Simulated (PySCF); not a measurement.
Structure problem from calculated spectra and properties.

Formula: C4H15OPSi2.

* NMR, other nuclei: isotropic shieldings of nuclei other than C and H, by class: 323 (1 O), 391 (1 Si), 403 (1 Si), 631 (1 P) ppm [GIAO PBE0/pcSseg-1]
* Dipole: 2.08 D [PBE0/pcSseg-1]
* 1H NMR: chemical shifts (computed TMS as zero) by class: 4.27 (1 H), 4.19 (1 H), 3.58 (1 H), 3.50 (3 H), 3.28 (1 H), 1.00 (2 H), 0.29 (3 H), 0.18 (3 H) ppm [GIAO PBE0/pcSseg-1]
* 13C NMR: chemical shifts (computed TMS as zero) by class: 66.9 (1 C), 65.1 (1 C), -3.9 (1 C), -4.6 (1 C) ppm [GIAO PBE0/pcSseg-1]
* Rotational structure: rotational constants A, B, C: 1.084, 0.869, 0.638 GHz [GFN2-xTB]

Gas-phase values; electronic properties from PySCF, density fitting. Levels stand in brackets. Geometry: GFN2-xTB, one conformer, isolated molecule. Each NMR value is the plain mean over a class of atoms that symmetry, rotation or inversion makes alike.

Q: Give a SMILES that accounts for the data.

A: Numbering: `[CH3:1][O:2][CH2:3][Si@@H:4]([PH2:5])[SiH:6]([CH3:7])[CH3:8]`. 4 carbons fall into 4 classes; from least to most shielded: sp3 carbon bound to oxygen [C3] (66.9 ppm), methoxy carbon [C1] (65.1 ppm), Si-methyl carbon [C8] (-3.9 ppm), Si-methyl carbon [C7] (-4.6 ppm). Hydrogen classes from least to most shielded: 1 H on an SiH silicon, Si6 (4.27 ppm), 1 H on an SiH silicon, Si4 (4.19 ppm), 1 H on an sp3 carbon bound to oxygen, C3 (3.58 ppm), 3 H on a methoxy carbon, C1 (3.50 ppm, a mean of values up to 0.7 ppm apart in this geometry), 1 H on an sp3 carbon bound to oxygen, C3 (3.28 ppm), 2 H on a three-coordinate phosphorus, P5 (1.00 ppm), 3 H on an Si-methyl carbon, C8 (0.29 ppm), 3 H on an Si-methyl carbon, C7 (0.18 ppm). The other shieldings belong to: 323 ppm, ether oxygen [O2]; 391 ppm, SiH silicon [Si6]; 403 ppm, SiH silicon [Si4]; 631 ppm, three-coordinate phosphorus [P5]. The optimised geometry has point group C1 and is an asymmetric top. Structure: `COC[Si@@H](P)[SiH](C)C`. The assignments are read from this structure; whether some other isomer fits the data as well wasn't checked. The mirror image fits equally.

The values belong to the conformer `[CH3:1][O:2][CH2:3][Si@@H:4]([PH2:5])[SiH:6]([CH3:7])[CH3:8]`: C1–O2–C3–Si4 176°, O2–C3–Si4–P5 -75°, C3–Si4–Si6–C7 51°, H–P5–Si4–C3 68°, H–P5–Si4–C3 161°.
